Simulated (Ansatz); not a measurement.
C₂H₆GaGeN, SMILES `[CH3][Ga]1[GeH2][C]1=N`, one more setting.

```yaml
crystal:
  periodic: [false, false, false]
  atoms:
    - {symbol: C, position_ang: [-1.788994, 0.023795, 1.564036]}
    - {symbol: Ga, position_ang: [-0.291612, -0.258331, 0.060221]}
    - {symbol: Ge, position_ang: [1.884798, 1.347547, -0.272680]}
    - {symbol: C, position_ang: [1.134704, -0.281770, -1.399716]}
    - {symbol: N, position_ang: [1.412165, -1.456493, -2.233152]}
    - {symbol: H, position_ang: [-1.620968, -0.687798, 2.163189]}
    - {symbol: H, position_ang: [-2.832626, 0.168660, 0.710496]}
    - {symbol: H, position_ang: [-1.531249, 0.911629, 2.331883]}
    - {symbol: H, position_ang: [0.408847, 1.620159, -0.680968]}
    - {symbol: H, position_ang: [1.423293, 0.538715, 0.797386]}
    - {symbol: H, position_ang: [2.550761, -1.269302, -2.425708]}
basis:
  gaussian: {orbitals: x2c-TZVPPall}
total_charge: 1
magnetization: {spin_polarized: true, initial_magnetization: 1}
hamiltonian: {xc: {name: SVWN5}}
accuracy: high
output: {forces: true}
```

```sh
$ ansatz run in.yaml --threads 4 --pin off --events-out ev --progress --plain --max-ram 10444MiB
```

Shortened log:

```
Functional definition: SVWN5
4818 factors; integrals over basis functions are off by at most 3.4e-8 eV
mean field evaluation 1: about -113402.4133 eV, gradient 9.9e1 eV
mean field evaluation 2: about -113004.0453 eV, gradient 2.1e2 eV
mean field evaluation 4: about -113441.7510 eV, gradient 4.1e1 eV
mean field evaluation 8: about -113451.6391 eV, gradient 3.4e0 eV
mean field evaluation 16: about -113451.6883 eV, gradient 3.9e-3 eV
mean field evaluation 32: about -113451.6883 eV, gradient 2.5e-7 eV
mean field -113451.68825202 eV, -4169.2726429455 hartree, gradient 9.5e-8 eV, S^2 0.751714; 2 other end points of the search recorded, 0 dependent functions left out
reference -113451.68825608 eV, -4169.2726430945 hartree; 44, 43 occupied and 229, 230 virtual orbitals, 4818 factors
Total energy: -113451.68825608 eV, -4169.2726430945 hartree
Relativity: scalar
Atom 0 at    -1.788994     0.023795     1.564036 Å, force    -1.693879     7.607707    -6.735892 eV/Å
Atom 1 at    -0.291612    -0.258331     0.060221 Å, force    -0.720324     1.273996     1.155910 eV/Å
Atom 2 at     1.884798     1.347547    -0.272680 Å, force     1.239025     0.941560    -3.544402 eV/Å
Atom 3 at     1.134704    -0.281770    -1.399716 Å, force     2.432808    -7.545097    -4.116779 eV/Å
Atom 4 at     1.412165    -1.456493    -2.233152 Å, force     1.309957     7.979855     4.704113 eV/Å
Atom 5 at    -1.620968    -0.687798     2.163189 Å, force     0.257047    -6.889458     4.230240 eV/Å
Atom 6 at    -2.832626     0.168660     0.710496 Å, force     3.005381    -0.633687     3.275379 eV/Å
Atom 7 at    -1.531249     0.911629     2.331883 Å, force    -0.509030    -0.901123    -2.381961 eV/Å
Atom 8 at     0.408847     1.620159    -0.680968 Å, force    -1.070522     0.904332     0.310989 eV/Å
Atom 9 at     1.423293     0.538715     0.797386 Å, force    -1.245773    -2.011562     3.006897 eV/Å
Atom 10 at     2.550761    -1.269302    -2.425708 Å, force    -3.004692    -0.726522     0.095505 eV/Å
Dipole moment:    -0.213152    -0.005053     0.387931 e Å
```

Run time 28 s (4 threads of an Arm Neoverse V2 on a shared host); peak host memory 2 GiB.
